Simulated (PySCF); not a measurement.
GaClBr2, SMILES [Ga]([Cl])([Br])[Br].

Coordinates come from a PBE0-D3(BJ)/def2-SVP optimisation. The structure was generated by enumeration; whether it is a known compound was not checked.

Two levels are set side by side: PBE/def2-TZVP (PySCF) and B3LYP/def2-TZVP (PySCF). Same geometry, gas phase. Differences are taken from unrounded values.

| quantity | B3LYP |
|---|---|
| orbital gap (eV) | 6.07 |
| highest occupied level (eV) | -8.56 |
| lowest empty level (eV) | -2.49 |
| dipole moment (D) | 0.34 |
| mean polarisability (bohr³) | 78.3 |

### Question
What does PBE give, and how far is it from B3LYP? (The exact figures need the calculation; the answer reports its results.)

### Answer

```tsv
quantity	PBE	PBE minus B3LYP
orbital gap (eV)	4.46	-1.60
highest occupied level (eV)	-7.53	1.02
lowest empty level (eV)	-3.07	-0.58
dipole moment (D)	0.35	0.00
mean polarisability (bohr³)	80.7	2.3
```

Without exact exchange PBE keeps part of each electron's self-repulsion, which lifts occupied levels and narrows the gap. Differences between two approximate levels are no errors against the true value.

Rough cost on one machine, each run with all the roots and properties that it gave: B3LYP against PBE within a factor of 2.
